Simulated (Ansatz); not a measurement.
Start from `B1OC[SiH2]1` and change one element to get `B1[SiH2]C[Se]1`.

Ansatz, PBE0-D4/def2-TZVP geometries, multiplicity 1. 

Scalar relativity is left out up to krypton.

```tsv
property	`B1OC[SiH2]1`
LUMO energy (ωB97M-V/def2-TZVPP) / eV	0.87
HOMO–LUMO gap (PBE/def2-TZVPP) / eV	4.26
LUMO energy (PBE0/def2-TZVPP) / eV	-1.10
HOMO energy (B3LYP/def2-TZVPP) / eV	-7.37
HOMO energy (PBE/def2-TZVPP) / eV	-6.34
size of the dipole moment (B3LYP/def2-TZVPP) / D	1.22
```

Question: Give the same properties after the change, and the shifts. (Best estimate.)

Answer: The calculation gave: 
| property | `B1[SiH2]C[Se]1` | shift |
| --- | --- | --- |
| LUMO energy (ωB97M-V/def2-TZVPP) / eV | 0.11 | -0.76 |
| HOMO–LUMO gap (PBE/def2-TZVPP) / eV | 3.58 | -0.68 |
| LUMO energy (PBE0/def2-TZVPP) / eV | -1.82 | -0.72 |
| HOMO energy (B3LYP/def2-TZVPP) / eV | -7.16 | 0.21 |
| HOMO energy (PBE/def2-TZVPP) / eV | -6.26 | 0.08 |
| size of the dipole moment (B3LYP/def2-TZVPP) / D | 0.91 | -0.31 |

With PBE0 the HOMO rises by 0.20 eV and the LUMO falls by 0.72 eV, so the gap narrows by about 0.92 eV. PBE moves the HOMO by 0.08 eV and ωB97M-V by 0.29 eV. Dipoles are sizes alone; their direction can turn.

B3LYP here is the variant with VWN-RPA as its local correlation; programs differ in this.

Spin–orbit coupling is left out; it splits and shifts lone-pair levels of the heavy atoms by tenths of an eV.
